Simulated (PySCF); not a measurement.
CH4ClFOSi, SMILES F[Si@H](CO)Cl. Coordinates come from a PBE0-D3(BJ)/def2-SVP optimisation. The structure was generated by enumeration; whether it is a known compound was not checked. The values are those of a single conformer.

**Question.** Give the equilibrium geometry at PBE0-D3(BJ)/def2-SVP (PySCF confirms it by a frequency run) as Cartesian coordinates in Å. (An estimate is asked for; the answer gives what the named calculation found.)

**Answer.** One answer among several that fit: 
```xyz
9

O     -2.1575     0.9902     0.2719
C     -1.5920    -0.2004    -0.2318
Si     0.1681    -0.4188     0.3881
F      0.7109    -1.8868    -0.0360
Cl     1.4060     0.9864    -0.4493
H     -2.3235     0.8766     1.2135
H     -1.5746    -0.1198    -1.3311
H     -2.1978    -1.1009    -0.0037
H      0.2537    -0.2996     1.8664
```
Charge 0, spin multiplicity 1.
